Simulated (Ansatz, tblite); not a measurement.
Cost and result up the ladder for CoO₃F₃H₆⁻ (relaxed from a model of mer-[CoF3(H2O)3]-, whose bonding it doesn't keep) (13 atoms). The state is a quartet with charge -1. Geometry: r2SCAN-D4/def2-SVPD.

Cartesian coordinates in Å:
```
Co -0.062 -0.386 -0.147
F -0.007 0.044 1.715
F 0.399 0.886 -1.484
F -0.828 -2.036 -0.720
O 0.952 2.530 0.753
H 0.619 1.801 1.307
H 0.842 2.169 -0.146
O 1.588 -1.717 0.625
H 0.957 -2.426 0.416
H 1.249 -1.298 1.445
O -2.141 0.313 -0.986
H -2.090 -0.632 -1.224
H -1.478 0.753 -1.555
```

Ansatz on 4 threads of Intel Xeon Platinum 8488C on a shared host; xTB runs through tblite on one thread. Times are rough, summed over both states, and most runs start from the orbitals of an earlier one. PBE0-D4/def2-TZVPD serves as the yardstick here, not as an exact answer. The other state is a quintet, and no other spin of it was run.

The xTB rows come from tblite. HOMO above LUMO, or a gap near zero within one spin, warns that the state may not be the lowest or that an electron is smeared out. In the quartet geometry the species has come apart into loosely held pieces. In the quintet geometry the species has come apart into loosely held pieces.

Raw xTB energies of ions are shifted by several eV, and xTB has no spin-polarisation term.

```csv
level,functions,wall time,vertical IE (eV),difference from PBE0-D4/def2-TZVPD (eV),remarks
GFN1-xTB,45,0.072 s,10.59,5.53,–
PBE-D4/def2-TZVPD (with forces),342,36 s,4.11,-0.96,gap within one spin near zero (quintet)
r2SCAN-D4/def2-TZVPD,342,78 s,4.43,-0.63,gap within one spin near zero (quintet)
PBE0-D4/def2-TZVPD,342,1.9 min,5.06,0.00,–
```
